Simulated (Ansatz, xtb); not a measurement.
Relative energy of two isomers of C5H7N3Si

We compare a, `C#Cc1cn([SiH2]N)cn1`, a singlet, with b, `N#Cc1c(N)ccn1[SiH3]`, a singlet. Both are isolated molecules in the gas phase, relaxed with PBE-D3(BJ)/def2-SVP; the shapes shown needn't be the lowest conformers.

a (Å):

```
atom    x (Å)    y (Å)    z (Å)
   C  -0.5600   3.2679  -0.3140
   C  -0.4419   2.0726  -0.5579
   C  -0.2993   0.6810  -0.8227
   C   0.2065  -0.2920   0.0411
   C  -0.3762  -1.1832  -1.8910
   N   0.1600  -1.4935  -0.6472
   N  -0.5671  -3.8893   1.0282
   N  -0.6581   0.0941  -2.0326
  Si   0.5809  -3.1369  -0.0167
   H  -0.6656   4.3232  -0.1075
   H   0.5932  -0.2119   1.0627
   H   1.8468  -2.9464   0.7559
   H   0.7112  -3.9448  -1.2681
   H  -0.6519  -3.5842   2.0006
   H  -1.4715  -4.1987   0.6640
   H  -0.5250  -1.9552  -2.6588
```

b (Å):

```yaml
atoms:
  - { symbol: C, position_ang: [-1.7785, 0.4876, -0.5684] }
  - { symbol: C, position_ang: [-0.6545, -0.0645, 0.0771] }
  - { symbol: C, position_ang: [0.6655, 0.4391, 0.1192] }
  - { symbol: C, position_ang: [1.4220, -0.4716, 0.9219] }
  - { symbol: C, position_ang: [0.5589, -1.4815, 1.3297] }
  - { symbol: N, position_ang: [-2.7046, 0.9759, -1.1134] }
  - { symbol: N, position_ang: [1.1323, 1.5544, -0.5409] }
  - { symbol: N, position_ang: [-0.7036, -1.2577, 0.8276] }
  - { symbol: Si, position_ang: [-2.1543, -2.2781, 1.0712] }
  - { symbol: H, position_ang: [0.4255, 2.2141, -0.8701] }
  - { symbol: H, position_ang: [1.9556, 2.0057, -0.1432] }
  - { symbol: H, position_ang: [2.4880, -0.3955, 1.1628] }
  - { symbol: H, position_ang: [0.7627, -2.3605, 1.9520] }
  - { symbol: H, position_ang: [-3.2227, -1.4881, 1.7644] }
  - { symbol: H, position_ang: [-2.6546, -2.7758, -0.2508] }
  - { symbol: H, position_ang: [-1.6715, -3.4069, 1.9303] }
```

Question: Estimate E(b) − E(a) at the level CCSD(T)/def2-SVP + ΔMP2/def2-TZVPP.

Answer: Calculated at CCSD(T)/def2-SVP + ΔMP2/def2-TZVPP: E(b) − E(a) = −0.214 eV, so structure b lies lower.

The same difference at several levels:

```tsv
level	geometry	E(b) − E(a) (eV)	departure from the last row (eV)	job, with rough time for the two
GFN2-xTB	GFN2-xTB	−0.390	−0.176	optimisation, 0.29 s
HF/STO-3G	GFN2-xTB	−0.948	−0.734	single point, 0.7 s
r2SCAN-D4/def2-SVP	GFN2-xTB	−0.545	−0.331	single point, 4.8 s
PBE-D3(BJ)/def2-SVP	PBE-D3(BJ)/def2-SVP	−0.611	−0.397	optimisation, 61 s
HF/def2-SVP	PBE-D3(BJ)/def2-SVP	−0.395	−0.181	part of the CCSD(T) run
MP2/def2-SVP	PBE-D3(BJ)/def2-SVP	−0.467	−0.253	part of the CCSD(T) run
CCSD(T)/def2-SVP	PBE-D3(BJ)/def2-SVP	−0.467	−0.253	single point
CCSD(T)/def2-SVP + ΔMP2/def2-TZVPP	PBE-D3(BJ)/def2-SVP	−0.214		single point, 1.9 min
```

As drawn, b has 1 C≡N, 2 C∷C, 1 C–N, 1 Si–H in place of 1 C≡C, 2 C∷N, 1 N–Si, 1 C–H (∷ is an aromatic bond).

The levels shown agree on the order. The largest departure from CCSD(T)/def2-SVP + ΔMP2/def2-TZVPP is that of HF/STO-3G, 0.734 eV. The last row adds to CCSD(T) the change of the MP2 difference between the two basis sets, here +0.253 eV, a large step that makes the value less sure.

With thermal terms from frequencies at re-optimised GFN2-xTB minima (ideal gas, soft modes damped towards free rotors, one conformer each, 298.15 K, 1 atm): on the last row, ΔE + ΔZPE = −0.219, ΔH = −0.236, ΔG = −0.190 eV.

The correlated steps freeze 13 core orbitals. Programs: Ansatz 0.2.0, xtb 6.7.1; the last row on 2 threads of Intel(R) Xeon(R) 6975P-C (Granite Rapids) on a shared host.
